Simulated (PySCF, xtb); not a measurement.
cyclohexanone (C6H10O), SMILES O=C1CCCCC1.

GFN2-xTB (xtb 6.7.1) at its own geometry gives an orbital gap of 3.83 eV and a dipole moment of 3.53 D.

Geometry optimised at ωB97X-D3(BJ)/def2-SVP. Other conformers were not sampled.

**Question.** What does HF/def2-TZVP (PySCF) give? (The exact figures need the calculation; the answer reports its results.)

**Answer.** gap 13.91 eV (levels -10.76 and 3.15 eV), dipole 3.65 D.
